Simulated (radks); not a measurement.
Au57+, configuration [Ar] 3d4 (the NIST ground configuration). All-electron calculation, scalar-relativistic Kohn-Sham, r2SCAN, spin-polarised, spherical densities, finite nucleus; open shells are filled with parallel spins first (spin-orbit coupling, left out, can overturn this in heavy ions); meta-GGA in the generalised Kohn-Sham scheme; Fermi nuclear charge, rms radius 5.4371 fm. Program: a radial shooting solver on a logarithmic mesh with Libxc functionals.

Radial electron density D(r) = 4 pi r^2 rho(r):

```
   r/bohr * D(r) (the largest magnitude, 140, reaches the edge; | marks zero)
0.0007903 |  *
0.0008769 |  *
0.0009808 |   *
 0.001088 |    *
 0.001217 |    *
 0.001351 |     *
 0.001511 |      *
 0.001676 |        *
 0.001875 |         *
 0.002081 |          *
 0.002327 |            *
 0.002582 |              *
 0.002888 |                *
 0.003205 |                  *
 0.003585 |                     *
 0.003977 |                       *
 0.004449 |                          *
 0.004936 |                             *
 0.005521 |                               *
 0.006127 |                                  *
 0.006853 |                                    *
 0.007604 |                                      *
 0.008505 |                                        *
 0.009437 |                                         *
  0.01056 |                                          *
  0.01171 |                                          *
   0.0131 |                                         *
  0.01454 |                                         *
  0.01626 |                                       *
  0.01804 |                                      *
  0.02018 |                                     *
  0.02239 |                                     *
  0.02504 |                                      *
  0.02779 |                                       *
  0.03108 |                                          *
  0.03449 |                                             *
  0.03858 |                                                 *
   0.0428 |                                                    *
  0.04788 |                                                      *
  0.05312 |                                                      *
  0.05942 |                                                   *
  0.06593 |                                               *
  0.07375 |                                         *
  0.08183 |                                   *
  0.09153 |                               *
   0.1016 |                             *
   0.1136 |                             *
    0.126 |                               *
    0.141 |                                 *
   0.1564 |                                 *
    0.175 |                              *
   0.1942 |                         *
   0.2172 |                   *
    0.241 |            *
   0.2695 |       *
   0.2991 |   *
   0.3345 | *
   0.3712 |*
   0.4151 *
   0.4606 *
   0.5152 *
   0.5717 *
```

D(r) has 3 maxima, at r = 0.0113, 0.0498, 0.149 bohr, and minima at 0.0220, 0.106 bohr, inside which lie 1.90, 11.00 electrons.
